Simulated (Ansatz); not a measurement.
`BS[SiH2]OC` + `[SiH3][SiH3]` → `BS[SiH2][SiH2][SiH3]` + CH₃OH  (formal exchange of groups at the Si–O bond)

Gas-phase electronic energies from Ansatz, PBE0-D4/def2-TZVP geometries. CCSD(T)/CBS adds triple-zeta CCSD(T) − MP2 to the extrapolated MP2 energy (def2 sets, frozen cores). This one scheme is used for every species. DFT in def2-TZVPP. HSE06 is defined as in plane-wave codes. One conformer a species, not always the lowest.

CCSD(T)/CBS gives +88.6 kJ/mol.

Another level gave +89.2 kJ/mol. Which?
A. r2SCAN0/def2-TZVPP
B. HSE06/def2-TZVPP
C. CAM-B3LYP/def2-TZVPP
D. PBE/def2-TZVPP

A. r2SCAN0 89.2, PBE 72.9, HSE06 77.7, CAM-B3LYP 105.3 kJ/mol.

Largest T1 diagnostic among the species: 0.015.

From PBE to PBE0 (25 % exact exchange), in def2-TZVPP and without D4, ΔE moves by +5.1 kJ/mol. In def2-TZVPP, CCSD(T) changes the Hartree–Fock value by −29.7 kJ/mol (the triples alone add −4.2 kJ/mol) and MP2 by −24.2 kJ/mol. The D4 term adds −9.1 kJ/mol with B3LYP and −5.4 kJ/mol with PBE0; it sums over pairs of atoms, weighted by their polarisabilities, and B3LYP, whose exchange is more repulsive, gets the larger term.

CCSD(T)/CBS has its own doubt, a few kJ/mol and more with outer-core shells, so smaller differences from it don't rank the levels.

B3LYP here is the variant with VWN-RPA as its local correlation; programs differ in this.
